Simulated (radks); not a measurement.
All-electron atom: Pt29+ in [Kr] 4d10 4f3.

Calculated with a radial shooting solver on a logarithmic mesh with Libxc functionals: Dirac Kohn-Sham, PBE, spin-unpolarised, spherical densities, point nucleus; open shells are shared between the two j in proportion to 2j + 1; speed of light set to 1370.36 atomic units (10 times the physical value, a model run).

Energy parts (eV):
part                       energy
total                  -460871.47
kinetic                 461304.54
electron-nucleus      -1046050.65
Hartree                 131876.89
exchange-correlation     -8002.25

Orbitals (lengths in bohr, moments of r in powers of bohr):
1s1/2: occ. 2; eigenvalue (eV) -72223.61; <r^4> 6.370e-07; <r^2> 0.0005026; small-component weight 7.99e-04
2s1/2: occ. 2; eigenvalue (eV) -12869.27; <r^4> 0.0001028; <r^2> 0.007831; small-component weight 1.77e-04
2p1/2: occ. 2; eigenvalue (eV) -12403.16; <r^4> 0.00006446; <r^2> 0.005778; small-component weight 1.78e-04
2p3/2: occ. 4; eigenvalue (eV) -12389.28; <r^4> 0.00006469; <r^2> 0.005790; small-component weight 1.77e-04
3s1/2: occ. 2; eigenvalue (eV) -3771.528; <r^4> 0.003432; <r^2> 0.04814; small-component weight 5.98e-05
3p1/2: occ. 2; eigenvalue (eV) -3554.809; <r^4> 0.003033; <r^2> 0.04433; small-component weight 5.92e-05
3p3/2: occ. 4; eigenvalue (eV) -3551.777; <r^4> 0.003041; <r^2> 0.04438; small-component weight 5.92e-05
3d3/2: occ. 4; eigenvalue (eV) -3148.630; <r^4> 0.002024; <r^2> 0.03424; small-component weight 5.81e-05
3d5/2: occ. 6; eigenvalue (eV) -3147.821; <r^4> 0.002026; <r^2> 0.03426; small-component weight 5.80e-05
4s1/2: occ. 2; eigenvalue (eV) -1490.701; <r^4> 0.05979; <r^2> 0.2069; small-component weight 2.27e-05
4p1/2: occ. 2; eigenvalue (eV) -1395.837; <r^4> 0.06137; <r^2> 0.2078; small-component weight 2.20e-05
4p3/2: occ. 4; eigenvalue (eV) -1395.001; <r^4> 0.06150; <r^2> 0.2080; small-component weight 2.20e-05
4d3/2: occ. 4; eigenvalue (eV) -1222.618; <r^4> 0.06271; <r^2> 0.2055; small-component weight 2.06e-05
4d5/2: occ. 6; eigenvalue (eV) -1222.411; <r^4> 0.06275; <r^2> 0.2056; small-component weight 2.06e-05
4f5/2: occ. 1.28571; eigenvalue (eV) -999.7372; <r^4> 0.05599; <r^2> 0.1853; small-component weight 1.80e-05
4f7/2: occ. 1.71429; eigenvalue (eV) -999.6797; <r^4> 0.05601; <r^2> 0.1853; small-component weight 1.80e-05

The highest occupied level is 4f7/2 at -999.68 eV. The density falls to 0.001 e/bohr^3 at r = 1.21 bohr.

Run on one thread of a shared host, so times are rough (Intel(R) Xeon(R) Platinum 8375C CPU @ 2.90GHz): 0.12 s of CPU time, 0.12 s wall, 14 iterations on 2476 mesh points.
